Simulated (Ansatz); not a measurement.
Computed with Ansatz on PBE0-D4/def2-TZVP structures; ΔE is electronic, products minus reactants. CBS: MP2 limit from def2 TZ/QZ plus the TZ coupled-cluster correction, frozen cores. Functionals use def2-TZVPP. For Ge outer-core shells are correlated without core-valence functions, which leaves a few kJ/mol of doubt a bond. Scalar relativity is left out up to krypton.

Consider the cleavage of the Si–Si bond: `C[C@@H]1[AlH][Si@H]1[SiH3]` + `[SH][GeH3]` → `[SiH3][S][GeH3]` + `C[CH]1[AlH][SiH2]1`.

`C[C@@H]1[AlH][Si@H]1[SiH3]`:

Z-matrix (Å, degrees):
```
C
C 1 1.514
H 1 1.094 2 111.8
H 1 1.095 2 112.2 3 -120.9
H 1 1.093 2 110.9 3 119.5
Al 2 1.947 1 137.9 3 -67.9
Si 2 1.934 1 124.3 3 -172.6
H 2 1.109 1 111.3 3 62.7
H 6 1.583 2 143.6 1 52.5
Si 7 2.330 2 119.4 1 -94.3
H 7 1.496 2 109.6 1 35.9
H 10 1.490 7 112.5 2 73.3
H 10 1.489 7 111.0 2 -165.2
H 10 1.489 7 108.6 2 -46.2
```

`[SH][GeH3]`:

Z-matrix (Å, degrees):
```
Ge
S 1 2.224
H 1 1.536 2 110.4
H 1 1.533 2 104.8 3 119.2
H 1 1.536 2 110.4 3 -121.7
H 2 1.343 1 94.6 3 60.6
```

`[SiH3][S][GeH3]`:

Cartesian coordinates in Å:
```
Si -0.436 -1.211 1.018
S -0.195 0.903 1.149
Ge 0.428 1.282 -0.955
H -1.460 -1.569 0.002
H -0.872 -1.669 2.359
H 0.842 -1.874 0.648
H 0.643 2.796 -1.055
H -0.680 0.819 -1.912
H 1.729 0.522 -1.254
```

`C[CH]1[AlH][SiH2]1`:

Cartesian coordinates in Å:
```
C -0.635 1.175 0.795
C 0.175 -0.025 0.353
Al -0.017 -1.952 0.127
Si 0.720 -0.402 -1.445
H -0.084 2.114 0.677
H -1.549 1.262 0.202
H -0.939 1.100 1.844
H 1.126 -0.101 0.926
H -0.482 -3.269 0.875
H 2.031 0.103 -1.944
H -0.346 -0.004 -2.410
```

| level | ΔE (kJ/mol) |
| --- | --- |
| B2PLYP | -46.7 |
| SCS-MP2/def2-TZVPP | -52.2 |

(1) What does CCSD(T)/CBS give? (Estimate.)

Largest T1 diagnostic among the species: 0.013.

Answers

(1) The calculation gave: -48.0 kJ/mol. The listed levels differ from it by 1.3, -4.2 kJ/mol.

From PBE to PBE0 (25 % exact exchange), in def2-TZVPP and without D4, ΔE moves by −4.7 kJ/mol.
